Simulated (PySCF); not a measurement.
Distorted geometries of Nd2N2

Nd2N2 (singlet in the valence; each metal's 4f electrons, 3 of them, lie in its core potential, out of spins and levels). PySCF 2.14.0, RKS PBE, Nd lcecp-1-SVP with ECP49, N def2-SVP; non-relativistic Hamiltonian with scalar-relativistic core potentials where named; density fitting; no spin-orbit coupling. Relaxed geometry:

```xyz
4

Nd    0.0000    0.0000    1.5648
Nd    0.0000    0.0000   -1.5648
N     1.3944    0.0000    0.0000
N    -1.3944    0.0000    0.0000
```

Question: Order these distorted geometries by energy above the relaxed one, lowest first.
A.
```xyz
4

Nd    0.0180    0.0738    1.5998
Nd   -0.0596   -0.0099   -1.6679
N     1.3293   -0.0094    0.0339
N    -1.2878   -0.0545    0.0343
```
B.
```xyz
4

Nd    0.2047    0.0571    1.6149
Nd   -0.1560    0.0191   -1.7145
N     1.3889    0.0835   -0.0182
N    -1.4376   -0.1597    0.1178
```
C.
```xyz
4

Nd    0.0202    0.0059    1.5337
Nd   -0.0287   -0.0272   -1.5733
N     1.3717   -0.0121    0.0382
N    -1.3632    0.0335    0.0014
```

Answer: C (0.08 eV), A (0.34 eV), B (0.67 eV).

Question: Which forces (eV/Å) act in the one that lies 0.67 eV up?

Answer: 
```
Nd  -1.34 -0.28 -1.24
Nd  -0.05 -0.28  4.57
N   -0.30  0.16 -2.02
N    1.69  0.40 -1.31
```
Forces carry noise of the integration grid, about 0.01 to 0.03 eV/Å.

An lcecp potential fixes the number of 4f electrons, so in runs with it no electron can move into or out of that shell.
